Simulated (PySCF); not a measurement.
# Working out the ionisation energy of As²⁺

As²⁺ [Ar] 3d10 4s2 4p1 (2P) → As³⁺ [Ar] 3d10 4s2 (1S). Calculation: PySCF 2.14, in aug-cc-pwCVDZ-PP with ECP10MDF (6s5p4d1f, 48 functions); scalar relativity through the core potential. Frozen: nothing. Energies in hartree (1 hartree = 27.21139 eV):

| part | As²⁺ (lower) | As³⁺ (upper) |
| --- | --- | --- |
| UHF | -330.191615 | -329.182410 |
| CCSD correlation | -0.418652 | -0.404371 |
| (T) | -0.007863 | -0.007421 |

Problem. What does Hartree-Fock give?

Solution. (-329.182410) − (-330.191615) = 1.009205 hartree = 27.462 eV.

Problem. What do CCSD and CCSD(T) give?

Solution. The CCSD correlation energies differ by 0.014281 hartree = 0.389 eV and the triples by 0.000442 hartree = 0.012 eV, so CCSD gives 27.851 eV and CCSD(T) 27.863 eV.

Reference: 28.349 ± 0.012 eV (measured; NIST Atomic Spectra Database, ionization energies), between the lowest levels; spin-orbit coupling is absent from the calculation.

A double-zeta basis recovers only part of the correlation energy.

What remains against the reference includes basis incompleteness and higher excitations.
